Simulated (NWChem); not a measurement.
System: CH4OSTe; SMILES CS[Te]O

Input file for NWChem:

```
start job
memory heap 200 mb stack 900 mb global 1100 mb
geometry units angstroms noautoz
  Te    -0.256715     0.707277    -0.014002
  O      1.619537     1.341032     0.279756
  H      2.111631     1.148408    -0.528967
  S     -0.155115    -1.579437     0.636894
  C      0.354491    -2.473154    -0.863865
  H     -0.318707    -2.262927    -1.705534
  H      0.294298    -3.543264    -0.613448
  H      1.390357    -2.231775    -1.137488
end
basis spherical
  * library def2-svp
end
ecp
  Te library def2-ecp
end
dft
  xc xpbe96 cpbe96
  iterations 150
  vectors input atomic output neutral.movecs
end
task dft energy
charge 1
dft
  odft
  mult 2
  vectors input atomic output cation.movecs
end
task dft energy
```

Excerpt of the output:

```
             Northwest Computational Chemistry Package (NWChem) 7.3.0
             --------------------------------------------------------

 C1  symmetry detected

                             Geometry "geometry" -> ""
                             -------------------------

 Output coordinates in angstroms (scale by  1.889725989 to convert to a.u.)

  No.       Tag          Charge          X              Y              Z
 ---- ---------------- ---------- -------------- -------------- --------------
    1 Te                  52.0000    -0.31229308     0.68867123    -0.07233609
    2 O                    8.0000     1.52316730     1.40032538     0.29221063
    3 H                    1.0000     2.05912778     1.21005756    -0.48871057
    4 S                   16.0000    -0.15510029    -1.57838886     0.63390613
    5 C                    6.0000     0.45678734    -2.48279109    -0.82155121
    6 H                    1.0000    -0.18408152    -2.31624574    -1.69753488
    7 H                    1.0000     0.42531474    -3.54898775    -0.55007109
    8 H                    1.0000     1.49442135    -2.20736285    -1.05308235

 Effective nuclear repulsion energy (a.u.)     462.0353162057

 Summary of "ao basis" -> "ao basis" (spherical)
 ------------------------------------------------------------------------------
       Tag                 Description            Shells   Functions and Types
 ---------------- ------------------------------  ------  ---------------------
 Te                         def2-svp                10       26   4s4p2d
 O                          def2-svp                 6       14   3s2p1d
 H                          def2-svp                 3        5   2s1p
 S                          def2-svp                 8       18   4s3p1d
 C                          def2-svp                 6       14   3s2p1d

            General Information
            -------------------
          SCF calculation type: DFT
          Wavefunction type:  closed shell.
          No. of atoms     :     8
          No. of electrons :    58
           Alpha electrons :    29
            Beta electrons :    29
          Charge           :     0
          Spin multiplicity:     1
          Use of symmetry is: off; symmetry adaption is: off
          Maximum number of iterations: 150
          AO basis - number of functions:    92
                     number of shells:    42
          Convergence on energy requested:  1.00D-06
          Convergence on density requested:  1.00D-05
          Convergence on gradient requested:  5.00D-04

              XC Information
              --------------
          PerdewBurkeErnzerhof Exchange Functional  1.000
            Perdew 1991 LDA Correlation Functional  1.000 local
           PerdewBurkeErnz. Correlation Functional  1.000 non-local

             Grid Information
             ----------------
          Grid used for XC integration:  medium
          Radial quadrature: Mura-Knowles
          Angular quadrature: Lebedev.
          Tag              B.-S. Rad. Rad. Pts. Rad. Cut. Ang. Pts.
          ---              ---------- --------- --------- ---------
          Te                  1.40      123          11.0       590
          O                   0.60       49          12.0       434
          H                   0.35       45          12.0       434
          S                   1.00       88          10.0       590
          C                   0.70       49          11.0       434
          Grid pruning is: on
          Number of quadrature shells:   489
          Spatial weights used:  Erf1

      Superposition of Atomic Density Guess
      -------------------------------------

 Sum of atomic energies:        -822.88411729

      Non-variational initial energy
      ------------------------------

 Total energy =    -779.731595
 1-e energy   =   -1687.276461
 2-e energy   =     648.833913
 HOMO         =      -0.220711
 LUMO         =      -0.046617

   convergence    iter        energy       DeltaE   RMS-Dens  Diis-err
 ---------------- ----- ----------------- --------- --------- ---------
 d= 0,ls=0.0,diis     1   -781.3368201484 -1.04D+03  2.77D-02  6.88D-01
 d= 0,ls=0.0,diis     2   -780.5031997779  8.34D-01  2.29D-02  7.50D+00
 d= 0,ls=0.0,diis     3   -781.3927790969 -8.90D-01  7.80D-03  1.73D-01
 d= 0,ls=0.0,diis     4   -781.4019492621 -9.17D-03  4.47D-03  1.02D-01
 d= 0,ls=0.0,diis     5   -781.4173479272 -1.54D-02  1.36D-03  1.10D-02
  Resetting Diis
 d= 0,ls=0.0,diis     6   -781.4190216873 -1.67D-03  3.55D-04  8.74D-04
 d= 0,ls=0.0,diis     7   -781.4191672218 -1.46D-04  2.23D-04  8.45D-05
 d= 0,ls=0.0,diis     8   -781.4191302152  3.70D-05  1.56D-04  3.65D-04
 d= 0,ls=0.0,diis     9   -781.4191772392 -4.70D-05  3.22D-05  1.51D-05
 d= 0,ls=0.0,diis    10   -781.4191789121 -1.67D-06  7.72D-06  4.14D-07
 d= 0,ls=0.0,diis    11   -781.4191789671 -5.51D-08  2.70D-06  4.16D-08

         Total DFT energy =     -781.419178967114
      One electron energy =    -1689.838419022012
           Coulomb energy =      711.351233660417
    Exchange-Corr. energy =      -61.642947373875
 Nuclear repulsion energy =      258.710953768356

 Numeric. integr. density =       58.000007446817

                       DFT Final Molecular Orbital Analysis
                       ------------------------------------

 Vector   27  Occ=2.000000D+00  E=-2.453925D-01
              MO Center=  7.8D-01,  4.3D-01,  3.0D-01, r^2= 4.0D+00
   Bfn.  Coefficient  Atom+Function         Bfn.  Coefficient  Atom+Function
  ----- ------------  ---------------      ----- ------------  ---------------
    31      0.411026  2 O  py                34      0.308371  2 O  py
    57      0.274466  4 S  py                32     -0.206643  2 O  pz
    58     -0.207129  4 S  pz                54      0.199059  4 S  py
    30     -0.195252  2 O  px                12     -0.179938  1 Te py
     4     -0.169654  1 Te s                 35     -0.163606  2 O  pz

 Vector   28  Occ=2.000000D+00  E=-2.194025D-01
              MO Center=  3.2D-03, -1.3D+00,  4.3D-01, r^2= 2.8D+00
   Bfn.  Coefficient  Atom+Function         Bfn.  Coefficient  Atom+Function
  ----- ------------  ---------------      ----- ------------  ---------------
    56      0.563880  4 S  px                53      0.398836  4 S  px
    50      0.226661  4 S  px                58      0.182465  4 S  pz
    31      0.154786  2 O  py                88     -0.137516  8 H  s
    55      0.119728  4 S  pz                78      0.119748  6 H  s
    34      0.118474  2 O  py                67     -0.115591  5 C  px

 Vector   29  Occ=2.000000D+00  E=-1.888364D-01
              MO Center= -1.6D-01,  4.9D-01, -6.3D-02, r^2= 3.1D+00
   Bfn.  Coefficient  Atom+Function         Bfn.  Coefficient  Atom+Function
  ----- ------------  ---------------      ----- ------------  ---------------
    13      0.550279  1 Te pz                16      0.487970  1 Te pz
    10     -0.212896  1 Te pz                32     -0.174498  2 O  pz
    66      0.174832  5 C  s                  7     -0.165743  1 Te pz
    14     -0.153190  1 Te px                12      0.130990  1 Te py
    49     -0.129812  4 S  s                 35     -0.124486  2 O  pz

 Vector   30  Occ=0.000000D+00  E=-7.838545D-02
              MO Center=  8.3D-02,  5.8D-01, -2.9D-02, r^2= 3.7D+00
   Bfn.  Coefficient  Atom+Function         Bfn.  Coefficient  Atom+Function
  ----- ------------  ---------------      ----- ------------  ---------------
    14      0.606712  1 Te px                11      0.435297  1 Te px
    29     -0.436400  2 O  s                 30      0.270461  2 O  px
     3      0.257667  1 Te s                 33      0.242761  2 O  px
    56     -0.236720  4 S  px                42      0.191873  3 H  s
    15      0.177721  1 Te py                 8     -0.166643  1 Te px

 Vector   31  Occ=0.000000D+00  E=-6.943846D-02
              MO Center= -2.1D-01,  2.3D-02,  7.5D-02, r^2= 4.1D+00
   Bfn.  Coefficient  Atom+Function         Bfn.  Coefficient  Atom+Function
  ----- ------------  ---------------      ----- ------------  ---------------
    15      0.677745  1 Te py                57      0.572225  4 S  py
    12      0.468930  1 Te py                49      0.399499  4 S  s
     3     -0.272817  1 Te s                 54      0.272762  4 S  py
    58     -0.270442  4 S  pz                16     -0.208212  1 Te pz
    48      0.207484  4 S  s                  4     -0.179212  1 Te s

 Vector   32  Occ=0.000000D+00  E= 1.489181D-02
              MO Center=  2.6D-01, -2.0D+00, -2.8D-01, r^2= 4.3D+00
   Bfn.  Coefficient  Atom+Function         Bfn.  Coefficient  Atom+Function
  ----- ------------  ---------------      ----- ------------  ---------------
    66      1.955268  5 C  s                 49     -0.758858  4 S  s
    58      0.749384  4 S  pz                89     -0.680658  8 H  s
    84     -0.624020  7 H  s                 79     -0.592971  6 H  s
    57      0.432912  4 S  py                72      0.389199  5 C  pz
    56     -0.323898  4 S  px                65      0.322239  5 C  s

     Multipole analysis of the density
     ---------------------------------

     L   x y z        total         alpha         beta         nuclear
     -   - - -        -----         -----         ----         -------
     0   0 0 0     -0.000000    -29.000000    -29.000000     58.000000

     1   1 0 0      0.086903     -8.218625     -8.218625     16.524154
     1   0 1 0     -0.398066     18.020566     18.020566    -36.439198
     1   0 0 1     -1.032335     -2.429903     -2.429903      3.827471

     2   2 0 0    -36.928462    -70.647949    -70.647949    104.367435
     2   1 1 0     -1.588687    -13.514458    -13.514458     25.440229
     2   1 0 1     -1.825215      3.057412      3.057412     -7.940038
     2   0 2 0    -36.545585   -247.201608   -247.201608    457.857630
     2   0 1 1     -0.071430    -10.614717    -10.614717     21.158004
     2   0 0 2    -39.734835    -48.114126    -48.114126     56.493416

                                 NWChem DFT Module
                                 -----------------

            General Information
            -------------------
          SCF calculation type: DFT
          Wavefunction type:  spin polarized.
          No. of atoms     :     8
          No. of electrons :    57
           Alpha electrons :    29
            Beta electrons :    28
          Charge           :     1
          Spin multiplicity:     2
          Use of symmetry is: off; symmetry adaption is: off
          Maximum number of iterations: 150
          AO basis - number of functions:    92
                     number of shells:    42
          Convergence on energy requested:  1.00D-06
          Convergence on density requested:  1.00D-05
          Convergence on gradient requested:  5.00D-04

              XC Information
              --------------
          PerdewBurkeErnzerhof Exchange Functional  1.000
            Perdew 1991 LDA Correlation Functional  1.000 local
           PerdewBurkeErnz. Correlation Functional  1.000 non-local

             Grid Information
             ----------------
          Grid used for XC integration:  medium
          Radial quadrature: Mura-Knowles
          Angular quadrature: Lebedev.
          Tag              B.-S. Rad. Rad. Pts. Rad. Cut. Ang. Pts.
          ---              ---------- --------- --------- ---------
          Te                  1.40      123          11.0       590
          O                   0.60       49          12.0       434
          H                   0.35       45          12.0       434
          S                   1.00       88          10.0       590
          C                   0.70       49          11.0       434
          Grid pruning is: on
          Number of quadrature shells:   489
          Spatial weights used:  Erf1

      Superposition of Atomic Density Guess
      -------------------------------------

 Sum of atomic energies:        -822.88411729

 Renormalizing density from      58.00 to     57

      Non-variational initial energy
      ------------------------------

 Total energy =    -772.821329
 1-e energy   =   -1658.185488
 2-e energy   =     626.653205
 HOMO         =      -0.501340
 LUMO         =      -0.330028

   convergence    iter        energy       DeltaE   RMS-Dens  Diis-err
 ---------------- ----- ----------------- --------- --------- ---------
 d= 0,ls=0.0,diis     1   -780.9776433707 -1.04D+03  1.65D-02  3.63D-01
                                                     1.77D-02  3.59D-01
 d= 0,ls=0.0,diis     2   -779.1480542935  1.83D+00  1.52D-02  3.75D+00
                                                     1.46D-02  2.72D+00
 d= 0,ls=0.0,diis     3   -780.7442280668 -1.60D+00  9.76D-03  5.13D-01
                                                     1.42D-02  3.73D-01
 d= 0,ls=0.0,diis     4   -780.9768208056 -2.33D-01  4.87D-03  1.84D-01
                                                     5.25D-03  1.64D-01
 d= 0,ls=0.0,diis     5   -781.1157875961 -1.39D-01  9.94D-04  3.02D-03
                                                     1.31D-03  1.82D-03
  Resetting Diis
 d= 0,ls=0.0,diis     6   -781.1167430122 -9.55D-04  4.71D-04  1.60D-03
                                                     4.90D-04  1.66D-03
 d= 0,ls=0.0,diis     7   -781.1175461717 -8.03D-04  6.00D-04  3.17D-04
                                                     1.61D-03  3.15D-04
 d= 0,ls=0.0,diis     8   -781.1153051996  2.24D-03  5.56D-04  3.09D-03
                                                     1.50D-03  2.97D-03
 d= 0,ls=0.0,diis     9   -781.1176206502 -2.32D-03  1.45D-04  2.29D-04
                                                     4.26D-04  2.31D-04
 d= 0,ls=0.0,diis    10   -781.1177780940 -1.57D-04  3.87D-05  1.74D-05
                                                     5.39D-05  1.44D-05
 d= 0,ls=0.0,diis    11   -781.1177881726 -1.01D-05  1.48D-05  5.77D-06
                                                     3.75D-05  5.24D-06
 d= 0,ls=0.0,diis    12   -781.1177915004 -3.33D-06  7.05D-06  1.55D-07
                                                     5.87D-06  9.07D-08
 d= 0,ls=0.0,diis    13   -781.1177916142 -1.14D-07  2.26D-06  2.01D-08
                                                     4.05D-06  1.32D-08

         Total DFT energy =     -781.117791614175
      One electron energy =    -1676.431219579699
           Coulomb energy =      697.937111266851
    Exchange-Corr. energy =      -61.334637069683
 Nuclear repulsion energy =      258.710953768356

 Numeric. integr. density =       57.000010934684

                    DFT Final Alpha Molecular Orbital Analysis
                    ------------------------------------------

 Vector   27  Occ=1.000000D+00  E=-4.655044D-01
              MO Center=  6.8D-01,  4.4D-01,  2.2D-01, r^2= 4.1D+00
   Bfn.  Coefficient  Atom+Function         Bfn.  Coefficient  Atom+Function
  ----- ------------  ---------------      ----- ------------  ---------------
    31      0.424836  2 O  py                34      0.305504  2 O  py
    12     -0.238629  1 Te py                57      0.206499  4 S  py
    13     -0.192566  1 Te pz                30     -0.174077  2 O  px
    54      0.173228  4 S  py                58     -0.160961  4 S  pz
    16     -0.156889  1 Te pz                11      0.132782  1 Te px

[...]
```

Level: PBE/def2-SVP with def2 effective core potentials on Te, vertical spin-unrestricted ions. All runs use the structure optimised with PBE0/def2-SVP. No frequency run checked for a minimum. def2 effective core potentials on Te; no spin-orbit coupling.
